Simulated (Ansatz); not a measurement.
Reaction (redistribution): `CN(C)[Si]Br` + `[CH3][AlH][CH2]F` → `C[Si]N(C)C` + `F[CH2][AlH][Br]`

Gas-phase electronic energies from Ansatz, PBE0-D4/def2-TZVP geometries. CCSD(T)/CBS is the MP2 limit (def2-TZVPP, def2-QZVPP) plus CCSD(T) − MP2 in def2-TZVPP, frozen cores. DFT in def2-TZVPP. For Br outer-core shells are correlated without core-valence functions, which leaves a few kJ/mol of doubt a bond. Scalar relativity is left out up to krypton. Each species was taken in one conformer, which may not be the lowest.

`CN(C)[Si]Br`:

Z-matrix (Å, degrees):
```
C
N 1 1.445
H 1 1.096 2 110.4
H 1 1.088 2 110.6 3 120.5
H 1 1.096 2 110.4 3 -119.0
C 2 1.452 1 112.4 3 59.4
Si 2 1.710 1 132.3 3 -120.6
H 6 1.094 2 110.3 1 180.0
H 6 1.096 2 110.9 1 60.1
H 6 1.096 2 110.9 1 -60.1
Br 7 2.286 2 102.2 1 -0.0
```

`[CH3][AlH][CH2]F`:

```xyz
10

C    -0.019    1.178   -1.270
Al    0.019   -0.595   -0.454
C     0.005   -0.735    1.525
F     0.036   -2.061    1.971
H    -0.889    1.283   -1.927
H    -0.050    1.992   -0.542
H     0.861    1.330   -1.904
H     0.060   -1.916   -1.334
H    -0.886   -0.261    1.959
H     0.862   -0.214    1.975
```

`C[Si]N(C)C`:

Cartesian coordinates in Å:
```
C 2.088 1.008 -0.001
Si 0.379 1.397 0.752
N -0.551 0.060 0.202
C -0.160 -1.067 -0.613
C -1.948 -0.009 0.578
H 2.495 0.059 0.365
H 2.058 0.959 -1.095
H 2.792 1.797 0.275
H 0.891 -1.006 -0.890
H -0.757 -1.109 -1.533
H -0.321 -2.010 -0.077
H -2.596 -0.016 -0.307
H -2.158 -0.920 1.152
H -2.211 0.855 1.192
```

`F[CH2][AlH][Br]`:

```xyz
7

F    -1.338   -0.092   -1.319
C    -0.110    0.369   -0.857
Al    0.336   -0.289    0.952
Br   -1.108   -1.640    2.023
H    -0.129    1.467   -0.878
H     0.661    0.070   -1.581
H     1.688    0.114    1.660
```

```csv
level,ΔE (kcal/mol),difference from CCSD(T)/CBS
LDA (SPW92),-3.5,1.8
r2SCAN-D4,-4.6,0.7
r2SCANh-D4,-4.9,0.4
B2PLYP,-4.5,0.8
PBE-QIDH,-5.4,-0.1
PBE0,-4.3,1.0
r2SCAN0,-5.2,0.1
BHLYP,-5.3,0.0
HF/def2-QZVPP,-7.4,-2.1
MP2/CBS(def2),-4.6,0.7
CCSD(T)/CBS,-5.3,0
```

Largest T1 diagnostic among the species: 0.014.

In def2-TZVPP, CCSD(T) changes the Hartree–Fock value by +1.5 kcal/mol (the triples alone add +0.4 kcal/mol) and MP2 by +2.1 kcal/mol. From BLYP to BHLYP (50 % exact exchange), in def2-TZVPP and without D4, ΔE moves by −2.7 kcal/mol.
